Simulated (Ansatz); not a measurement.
One change: `O[SiH](F)CCl` becomes `O[SiH](F)[AlH2]`.

Ansatz, PBE0-D4/def2-TZVP geometries, multiplicity 1. Each molecule was computed in one conformer, which needn't be the lowest.

```
                               property  `O[SiH](F)CCl`
   HOMO–LUMO gap (PBE0/def2-TZVPP) / eV            8.30
  HOMO–LUMO gap (B3LYP/def2-TZVPP) / eV            7.81
  HOMO energy (ωB97M-V/def2-TZVPP) / eV          -10.68
HOMO–LUMO gap (ωB97M-V/def2-TZVPP) / eV           12.51
    HOMO–LUMO gap (PBE/def2-TZVPP) / eV            5.89
  LUMO energy (ωB97M-V/def2-TZVPP) / eV            1.83
```

(1) What does the change do to each property? (Best estimate.)

Answers

(1) Computed: 
```tsv
property	`O[SiH](F)[AlH2]`	shift
HOMO–LUMO gap (PBE0/def2-TZVPP) / eV	5.38	-2.92
HOMO–LUMO gap (B3LYP/def2-TZVPP) / eV	5.00	-2.81
HOMO energy (ωB97M-V/def2-TZVPP) / eV	-9.59	1.09
HOMO–LUMO gap (ωB97M-V/def2-TZVPP) / eV	9.05	-3.46
HOMO–LUMO gap (PBE/def2-TZVPP) / eV	3.43	-2.46
LUMO energy (ωB97M-V/def2-TZVPP) / eV	-0.53	-2.36
```

With PBE0 the HOMO rises by 0.87 eV and the LUMO falls by 2.06 eV, so the gap narrows by about 2.93 eV. PBE moves the HOMO by 0.64 eV and ωB97M-V by 1.09 eV. The zero-point energy changes by -41.2 kJ/mol with -3 modes.

B3LYP here is the variant with VWN-RPA as its local correlation; programs differ in this.
